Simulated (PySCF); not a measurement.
## Broadened absorption spectrum of C3H10OSSi2

Species: C3H10OSSi2.
Z-matrix (Å and degrees, GFN2-xTB geometry), rows numbered from 1:
```
O 
C   1  1.4089
C   2  1.5027  1  111.70
C   3  1.3280  2  124.39  1   -98.79
Si  4  1.8770  3  126.46  2    -0.50
S   5  2.1655  4  105.99  3    58.61
Si  6  2.1407  5  104.10  4   174.67
H   1  0.9665  2  108.14  3    66.54
H   2  1.0939  1  105.62  3   119.68
H   2  1.1000  1  110.53  3  -122.64
H   3  1.0832  2  114.91  1    77.48
H   4  1.0831  3  117.81  2   178.16
H   5  1.4621  4  114.76  3   -59.73
H   5  1.4608  4  110.53  3   174.53
H   7  1.4576  6  108.18  5   -59.55
H   7  1.4504  6  102.62  5  -179.68
H   7  1.4575  6  108.07  5    60.32
```

Computed, not measured: TDDFT B3LYP/def2-SVPD, vertical, gas phase, core orbitals frozen in the response (PySCF 2.14.0, density-fitted response routines).

Each state is given a Gaussian of 0.25 eV full width at half maximum, with ε(max) = 2.175×10⁸ f / Δν̃ (Δν̃ the width in cm⁻¹). The width is an assumption, not a result. The curve ends short of the highest state used, and states not computed would add to its high-energy end.

```tsv
λ (nm)	ε (L mol⁻¹ cm⁻¹)
209.9	868
212.4	1041
214.9	946
217.5	580
220.0	273
222.6	195
225.1	394
227.6	819
230.2	1280
232.7	1440
235.2	1225
237.8	823
240.3	543
242.8	470
245.4	525
247.9	561
250.4	503
253.0	362
255.5	216
258.1	104
260.6	43
263.1	15
265.7	4
268.2	1
```

Task: Where are the band maxima, and which computed states make them?

Result: 248 nm (5.01 eV), ε about 560, made up of S1 (98%); 232 nm (5.33 eV), ε about 1400, made up of S2 (100%); 213 nm (5.82 eV), ε about 1100, made up of S3 (98%) (ε in L mol⁻¹ cm⁻¹; maxima over ε = 5, shares over 10%). The states used: S1 5.00 eV (f 0.0051); S2 5.33 eV (f 0.013); S3 5.81 eV (f 0.0095); S4 6.07 eV (f 0.0031); S5 6.26 eV (f 0.146); S6 6.32 eV (f 0.061); S7 6.39 eV (f 0.020); S8 6.51 eV (f 0.024).

Task: Coming from long wavelengths, where does ε first pass 100 L mol⁻¹ cm⁻¹?

Result: At about 258 nm (4.80 eV), 0.20 eV below S1.

Task: What would ε be at 5.33 eV, the highest of these maxima, with half the width (0.125 eV)?

Result: About 2870 L mol⁻¹ cm⁻¹ against 1440, a factor of about 1.99; a lone state at its own centre would give exactly 2.

Task: On this curve, what absorbance would a 10⁻⁵ mol/L sample give at 254 nm over a 1 cm path?

Result: 254 nm is 4.881 eV, where ε is about 300 L mol⁻¹ cm⁻¹, so A = ε c l ≈ 0.003 (Beer–Lambert, with the gas-phase spectrum and the assumed width).

One conformer stands for the species.
